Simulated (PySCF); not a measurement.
# A survey of $^{33}$S NMR shifts

[PySCF 2.14.0 with density-fitted response routines: geometry: GFN2-xTB; PBE0/pcSseg-1 with gauge-including orbitals; no relativistic terms; gas phase; one computed conformer; rapidly exchanging positions averaged]

Shieldings were converted by a linear fit to measured shifts: $^{33}$S: δ = 158.28 − 0.937σ (rms 33.3 ppm, 20 shifts vs sulfate, solution or neat liquid). A few per cent of atoms miss by over 2 rms, more outside the fitted compound classes.

**Question.** Give the $^{33}$S shifts of `Sc1cccs1`, `COC[C@@H]1CO[SiH2]S1`.

**Answer.** 
| compound | environment | δ (ppm) |
| --- | --- | --- |
| [SH:1][c:2]1[cH:3][cH:4][cH:5][s:6]1 | S6: aromatic ring sulfur | -83 |
| [SH:1][c:2]1[cH:3][cH:4][cH:5][s:6]1 | S1: thiol sulfur | -336 |
| COC[C@@H]1CO[SiH2]S1 | sulfur bonded to C, Si, in a 5-membered ring | -456 |

**Question.** Match the shifts -315, -431, -563, -604 ppm to `N#CCS[Si@H]([SiH3])C[SiH3]`, `C/N=C\[C@@H](C)N[SiH2]S`, `N#C[SiH2]S[SiH2]CC[SiH3]`, `CS[C@@H]1CC[Si]1(N)N`.

**Answer.** -315: CS[C@@H]1CC[Si]1(N)N (sulfide sulfur); -431: N#CCS[Si@H]([SiH3])C[SiH3] (sulfur bonded to C, Si); -563: C/N=C\[C@@H](C)N[SiH2]S (sulfur bonded to Si, H); -604: N#C[SiH2]S[SiH2]CC[SiH3] (sulfur bonded to 2 Si).
